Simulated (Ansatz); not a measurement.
(HAlTe)4 cubane (Al4Te4H4), relaxed as a singlet with RKS PBE-D4/def2-SVP in Ansatz, starting from the GFN2-xTB geometry. Force threshold 0.03 eV/Å.

In the def2 sets Te takes a core potential; there is no spin–orbit coupling.

Start:

Cartesian coordinates in Å:
```
Al 0.2392 -0.0952 1.7766
H 0.4466 -0.1798 3.3106
Te -0.4678 2.4053 1.0960
Al -1.6879 0.5010 -0.3511
H -3.1450 0.9327 -0.6564
Te -1.7006 -1.8008 1.0359
Al 0.3126 -1.6090 -0.7323
H 0.5810 -2.9990 -1.3638
Te 2.5239 -0.7472 0.5235
Al 1.1363 1.2046 -0.6922
H 2.1171 2.2454 -1.2907
Te -0.3553 0.1421 -2.6562
```

| step | energy (eV) | largest force component (eV/Å) | SCF passes |
| --- | --- | --- | --- |
| 1 | -55611.9603 | 0.890 | 17 |
| 2 | -55612.8322 | 0.482 | 22 |
| 3 | -55612.9119 | 0.356 | 18 |
| 4 | -55612.9326 | 0.005 | 19 |

Force components are those of the run's own axes.

End:

```xyz
12

Al    0.273   -0.109    2.032
H     0.485   -0.194    3.607
Te   -0.446    2.294    1.045
Al   -1.930    0.572   -0.402
H    -3.427    1.015   -0.714
Te   -1.621   -1.717    0.988
Al    0.357   -1.840   -0.838
H     0.634   -3.267   -1.487
Te    2.407   -0.713    0.500
Al    1.300    1.377   -0.792
H     2.308    2.446   -1.406
Te   -0.340    0.136   -2.533
```

By distances, no bond broke or formed. The bond that changes most is Al4–H5, from 1.55 to 1.59 Å (atoms count from 1).

No frequencies were taken in this run, so the end may be a saddle point.

It took 13 s on 4 threads of Arm Neoverse V2 on a shared host.
